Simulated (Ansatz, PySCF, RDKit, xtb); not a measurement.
BrH3Sn (SMILES [Br][SnH3]) and NH3 (SMILES N) are pulled apart as rigid monomers along the line of their centres of mass, from the B3LYP-D3(BJ)/def2-TZVP minimum. Starting geometry (charge 0, multiplicity 1):
```
atom    x (Å)    y (Å)    z (Å)
----  -------  -------  -------
Br     2.3333  -0.3259   0.9776
Sn     0.4383   1.0620   0.0434
H      1.1379   1.6311  -1.4228
H      0.1374   2.3863   1.0683
H     -0.8834   0.0554  -0.3238
N     -0.5882  -0.0576   2.6707
H     -1.5106   0.1184   3.0530
H     -0.4762  -1.0603   2.5702
H      0.0974   0.2486   3.3519
```

Interaction energies with rigid monomers; basis-set methods are counterpoise corrected unless marked otherwise.

Frozen-core correlation. Filled d and f shells under p-block atoms count as core.

Codes used: Ansatz (Gaussian orbitals); PySCF for the dispersion terms; RDKit for the force fields; xtb for the GFN methods. Each number belongs to the level named beside it. In def2 rows elements past Kr take small-core potentials, without spin–orbit coupling.

| Sn2···N6 (Å) | UFF (kcal/mol) | GFN1-xTB (kcal/mol) | PBE-D4/def2-TZVPPD (kcal/mol) | CCSD/def2-TZVPPD (kcal/mol) | CCSD(T)/def2-TZVPPD (kcal/mol) |
|---|---|---|---|---|---|
| 2.75 | 15.35 | -8.90 | -4.81 | -3.29 | -3.87 |
| 3.03 | 2.69 | -6.55 | -5.96 | -4.90 | [?] |
| 3.47 | -0.75 | -3.21 | -4.99 | -4.36 | -4.60 |
| 4.20 | [?] | -0.95 | -2.63 | -2.36 | -2.44 |
| 5.39 | -0.19 | -0.30 | -0.84 | -0.81 | -0.82 |

### Question
What belongs in the gaps?

### Answer

- 3.03, CCSD(T)/def2-TZVPPD (kcal/mol): -5.31
- 4.20, UFF (kcal/mol): -0.65

Ansatz is a first-principles code.
